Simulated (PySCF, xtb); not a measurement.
ammonium (H₄N), SMILES [NH4+], charge +1.

GFN2-xTB (xtb) at its own geometry gives an orbital gap of 14.58 eV.

Coordinates come from a B3LYP-D3(BJ)/def2-TZVPD optimisation.

Problem. What does PySCF with M06-2X/def2-TZVPD give? (The exact figures need the calculation; the answer reports its results.)

Solution. gap 18.75 eV (levels -24.36 and -5.62 eV).
